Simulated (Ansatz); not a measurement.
Relaxation of CH$_{7}$AlSi$_{2}$ (11 atoms, charge 0, multiplicity 1), to a largest force component of 0.015 eV/Å in at most 40 steps.

Computed with Ansatz, RHF/def2-SVP.

```xyz
11
Properties=species:S:1:pos:R:3:forces:R:3
Si -1.231 2.088 -0.624 -1.55 2.01 -0.29
Al 0.088 0.372 0.137 1.46 -2.09 -0.30
C 0.305 -1.285 1.147 1.66 0.89 1.69
Si 1.480 -1.553 -0.347 -2.67 1.10 -0.61
H -2.419 1.566 -1.391 0.36 0.01 0.19
H -1.770 2.928 0.510 0.08 -0.17 -0.32
H -0.472 3.008 -1.522 -0.05 -0.14 0.07
H 0.962 -1.169 2.091 -1.45 -0.41 -1.16
H -0.544 -1.936 1.243 -0.27 -0.54 0.53
H 2.844 -1.496 -0.007 1.63 -0.64 0.23
H 0.823 -2.581 -1.216 0.81 -0.01 -0.03
```

**Question.** Where does it end, and by what steps?

**Answer.** It converged. After 12 steps the energy has fallen by 0.655 eV; H11 moved furthest, 0.50 Å.

```csv
step,energy less start (eV),largest force component (eV/Å),accepted
0,0.0000,2.672,yes
1,-0.5804,0.426,yes
2,-0.6213,0.132,yes
3,-0.6317,0.079,yes
4,-0.6391,0.187,yes
5,-0.6502,0.156,yes
6,-0.6538,0.043,yes
7,-0.6532,0.084,no
8,-0.6546,0.057,yes
9,-0.6547,0.095,yes
10,-0.6552,0.061,yes
11,-0.6554,0.021,yes
12,-0.6554,0.010,yes
```

```xyz
11
Properties=species:S:1:pos:R:3
Si -1.318 2.223 -0.635
Al 0.010 0.183 -0.196
C 0.299 -1.254 1.128
Si 1.481 -1.647 -0.350
H -2.562 1.849 -1.358
H -1.696 2.906 0.627
H -0.556 3.177 -1.480
H 0.794 -1.017 2.074
H -0.489 -1.990 1.316
H 2.927 -1.586 -0.028
H 1.175 -2.901 -1.078
```

Time of the run: 25 s on 1 thread of Arm Neoverse V2 (shared host), peak memory 0.19 GiB.
